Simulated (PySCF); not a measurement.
# Working out the ionisation energy of Te

Te [Kr] 4d10 5s2 5p4 (3P) → Te⁺ [Kr] 4d10 5s2 5p3 (4S). All numbers are calculated (PySCF 2.14, a scalar-relativistic core potential, in aug-cc-pwCVDZ-PP with ECP28MDF (6s5p4d1f, 48 functions)). Frozen: 4s2 4p6 4d10. Energies in hartree (1 hartree = 27.21139 eV):

| part | Te (lower) | Te⁺ (upper) |
| --- | --- | --- |
| UHF | -266.998935 | -266.715858 |
| CCSD correlation | -0.083436 | -0.066044 |
| (T) | -0.001633 | -0.000950 |

Question: What does Hartree-Fock give?

Answer: (-266.715858) − (-266.998935) = 0.283077 hartree = 7.703 eV.

Question: What do CCSD and CCSD(T) give?

Answer: The CCSD correlation energies differ by 0.017392 hartree = 0.473 eV and the triples by 0.000683 hartree = 0.019 eV, so CCSD gives 8.176 eV and CCSD(T) 8.195 eV.

Measured between the centres of the two terms (NIST): 8.749 eV, so CCSD(T) (valence) is off by -0.554 eV.

A double-zeta basis recovers only part of the correlation energy.

What remains against the reference includes basis incompleteness, the frozen core and higher excitations.
